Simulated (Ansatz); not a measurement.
One change: `[CH3][Nb](=[O])([F])[Cl]` becomes `[O]=[Nb]([OH])([F])[Cl]`.

Ansatz, PBE0-D4/def2-TZVP geometries, multiplicity 1. Each molecule was computed in one conformer, which needn't be the lowest.

Elements past krypton have def2 core potentials.

| property | `[CH3][Nb](=[O])([F])[Cl]` |
| --- | --- |
| size of the dipole moment (PBE/def2-TZVPP) / D | 2.04 |
| HOMO–LUMO gap (B3LYP/def2-TZVPP) / eV | 5.90 |
| zero-point energy (PBE0-D4/def2-TZVP) / kJ/mol | 108.9 |
| HOMO–LUMO gap (PBE/def2-TZVPP) / eV | 4.14 |
| size of the dipole moment (B3LYP/def2-TZVPP) / D | 2.19 |
| LUMO energy (PBE0/def2-TZVPP) / eV | -2.62 |

Task: What does the change do to each property? (Estimate.)

Result: Computed: 
```
                                        property  `[O]=[Nb]([OH])([F])[Cl]`  shift
  size of the dipole moment (PBE/def2-TZVPP) / D                       2.39   0.35
           HOMO–LUMO gap (B3LYP/def2-TZVPP) / eV                       6.86   0.96
  zero-point energy (PBE0-D4/def2-TZVP) / kJ/mol                       52.8  -56.1
             HOMO–LUMO gap (PBE/def2-TZVPP) / eV                       5.12   0.98
size of the dipole moment (B3LYP/def2-TZVPP) / D                       2.41   0.22
              LUMO energy (PBE0/def2-TZVPP) / eV                      -2.15   0.47
```

With PBE0 the HOMO falls by 0.53 eV and the LUMO rises by 0.47 eV, so the gap widens by about 1.00 eV. PBE moves the HOMO by -0.44 eV and ωB97M-V by -0.50 eV. The zero-point energy changes by -56.1 kJ/mol with -6 modes. Dipoles are sizes alone; their direction can turn.

Positive LUMOs are unbound, so they and the gaps depend on the basis.

B3LYP here is the variant with VWN-RPA as its local correlation; programs differ in this.
